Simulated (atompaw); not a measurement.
**Before and after: PAW (atompaw) potential for Pt**

atompaw 4.2.0.5 input, output lines left out:

```
Pt 78
LDA-PW scalarrelativistic loggrid 2001 logderivrange -10 5 376
6 6 5 4 0 0
6 0 0.5
6 1 0.5
5 2 9
0 0 0
c
c
c
c
v
v
c
c
c
v
v
c
c
v
c
2
1.95 1.85 1.60 1.10
n
n
y
1.25
n
custom polynom2 7 10 vanderbiltortho besselshape
3 0 troulliermartins
1.40
1.95
1.35
1.70
1.95
1.30
```

Change: wave 5d channel at 1.25 Ry: rc 1.30 bohr becomes 5d channel at 5.72 Ry: rc 1.30 bohr.

Cutoffs: the cutoffs (Ry, on a coarse ladder) from which the occupation-weighted sum of valence levels, in a spherical-Bessel basis at the reference potential, stays within 10 and 1 mRy of its value at 400 Ry; they do not see the model core or the augmentation charge, which bear on the density cutoff.

Task: What does the change do?

Result: The potential gets neither clearly harder nor softer (80 Ry and 260 Ry → 80 Ry and 260 Ry); a bound ghost appears in d, which as a rule spoils a file; the range in which the d phases agree widens (upper end 1.0 → at the end of the scan).

```csv
quantity,base,changed
"cutoff, loose",80 Ry,80 Ry
"cutoff, tight",260 Ry,260 Ry
loose cutoff by channel (10 mRy a level),"s 18 Ry, p 25 Ry, d 18 Ry","s 18 Ry, p 25 Ry, d 12 Ry"
bound ghosts,none,d
s: phases at 1.96 bohr within 0.05 rad from the reference energy up to (Ry; the scan ends near 5),3.6,3.6
p: phases at 1.96 bohr within 0.05 rad from the reference energy up to (Ry; the scan ends near 5),1.9,1.9
d: phases at 1.96 bohr within 0.05 rad from the reference energy up to (Ry; the scan ends near 5),1.0,to the end of the scan
lowest overlap eigenvalue by channel,"s 0.42, p 0.60, d 0.26","s 0.42, p 0.60, d 1.00"
```

 A true bound ghost makes a file unfit for plane-wave use even where its test errors are small: the radial tests pick states by their node count and pass the ghost by. The cutoffs see the waves, projectors and local potential, not the compensation charge or the core.
